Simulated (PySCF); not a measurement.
# Solvent effects on NMR parameters

Numbering as in the mapped SMILES `[CH3:1][C:2](=[S:3])[CH2:4][C:5]([CH3:6])=[C:7]([CH3:8])[CH3:9]`. Hydrogens are named by the atom that carries them.

GIAO PBE0/pcSseg-1 in PySCF 2.14.0 with density-fitted response routines on one PBE0-D3(BJ)/def2-SVP conformer, non-relativistic, equivalent nuclei averaged. Solvents enter as an IEF-PCM continuum (dichloromethane with ε = 8.9, water with ε = 78.4) around the gas-phase geometry. Shifts are referred to TMS, CS2 computed in the same medium.

In dichloromethane, δ in ppm: C2 284.6, C7 140.9, C5 134.7, C4 63.5, C1 43.2, C9 24.1, C8 22.7, C6 18.6, S3 869.3, H(C4) 3.85, H(C1) 2.97, H(C9) 2.06, H(C8) 1.72, H(C6) 1.63. Dipole moment 4.49 D.

**Question.** How does each δ change in the more polar medium?

**Answer.** 
| atoms | environment | Δδ, water |
| --- | --- | --- |
| C2 | thiocarbonyl carbon | +1.9 |
| C7 | fully substituted alkene carbon | +0.9 |
| C5 | fully substituted alkene carbon | -0.2 |
| C4 | allylic sp3 CH2 | +0.4 |
| C1 | methyl carbon | +0.5 |
| C9 | allylic methyl carbon | +0.1 |
| C8 | allylic methyl carbon | +0.1 |
| C6 | allylic methyl carbon | +0.1 |
| S3 | thione sulfur | -25.2 |
| H(C4) | hydrogen on an allylic sp3 CH2 | +0.02 |
| H(C1) | hydrogen on a methyl carbon | +0.04 |
| H(C9) | hydrogen on an allylic methyl carbon | +0.02 |
| H(C8) | hydrogen on an allylic methyl carbon | +0.01 |
| H(C6) | hydrogen on an allylic methyl carbon | -0.01 |

Changes are relative to dichloromethane. The dipole moment becomes 4.76 D in water.

**Question.** Which nuclei move most (in ppm), and what does the model miss?

**Answer.** S3 (thione sulfur, -25.2 ppm) in water. A continuum only polarises the solute; specific hydrogen bonds, the anisotropy of aromatic solvents and changes of geometry or conformer are outside it.
